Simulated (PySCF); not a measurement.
Distorted geometries of ReOBr4

ReOBr4 (doublet). PySCF 2.14.0, UKS B3LYP, Re def2-SVP with ECP60, O def2-SVP, Br def2-SVP; non-relativistic Hamiltonian with scalar-relativistic core potentials where named; density fitting; no spin-orbit coupling. Relaxed geometry:

```xyz
6

Re    0.0000    0.0000    0.3303
O     0.0000    0.0000    1.9962
Br    2.3799    0.0000   -0.3264
Br    0.0000    2.3799   -0.3264
Br   -2.3799    0.0000   -0.3264
Br    0.0000   -2.3799   -0.3264
```

Order these distorted geometries by energy above the relaxed one, lowest first.
A.
```xyz
6

Re    0.0188    0.0292    0.2866
O    -0.0019    0.0021    1.9659
Br    2.4237   -0.0531   -0.3319
Br   -0.0046    2.3754   -0.3087
Br   -2.4150    0.0120   -0.2588
Br   -0.0211   -2.3657   -0.3324
```
B.
```xyz
6

Re   -0.0373   -0.0314    0.3230
O    -0.0602    0.0021    2.0248
Br    2.3575    0.0004   -0.3142
Br    0.0713    2.4606   -0.3702
Br   -2.3839   -0.0272   -0.3461
Br    0.0526   -2.4045   -0.2965
```
C.
```xyz
6

Re   -0.0366    0.0362    0.2531
O     0.1244    0.0150    2.0390
Br    2.3494    0.0415   -0.2745
Br   -0.0159    2.3897   -0.4095
Br   -2.4230   -0.0669   -0.2432
Br    0.0016   -2.4155   -0.3441
```

A (0.05 eV), B (0.13 eV), C (0.50 eV).

Which forces (eV/Å) act in the one that lies 0.50 eV up?


```
Re   1.08 -0.92  6.08
O   -0.92  0.19 -5.42
Br   0.23 -0.08 -0.39
Br  -0.22  0.06 -0.12
Br  -0.15  0.13 -0.11
Br  -0.01  0.61 -0.03
```
Forces carry noise of the integration grid, about 0.01 to 0.03 eV/Å.

Open shells may have lower solutions than the one found.
